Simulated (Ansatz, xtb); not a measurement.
# Isomers of C5H5BF2O in order of energy

3 gas-phase structures of C5H5BF2O, from a drawn sample of its isomers (lower ones may exist). Each was relaxed with GFN2-xTB; where two conformers were screened, the lower at r2SCAN-D4/def2-SVP is listed:

A. `FB(F)C1=COC=CC1`, a singlet
B. `FBc1occc1CF`, a singlet
C. `Cc1ccc(B(F)F)o1`, a singlet

Question: Make a reasoned guess at their ranking by r2SCAN-D4/def2-SVP single-point energy.

Answer: Calculated order at r2SCAN-D4/def2-SVP: C (0.0), A (75.9), B (253.0) kJ/mol.

Energies above the lowest of each column, in kJ/mol; the last columns are at PBE-D3(BJ)/def2-SVP geometries:

```
structure  GFN2-xTB  HF/STO-3G  r2SCAN-D4/def2-SVP  PBE-D3(BJ)/def2-SVP  CCSD(T)/def2-SVP + ΔMP2/def2-TZVPP
        C       0.0        0.0                 0.0                  0.0                                 0.0
        A      79.3       84.8                75.9                 77.0                                66.5
        B     146.0      231.6               253.0                247.7                               251.5
```

Every level run on C puts it lowest or level with the lowest. Flexible structures stand in one conformer each, not always the lowest. ΔMP2 is the change of the MP2 energy from the smaller to the larger basis.

Programs: Ansatz 0.2.0, xtb 6.7.1.
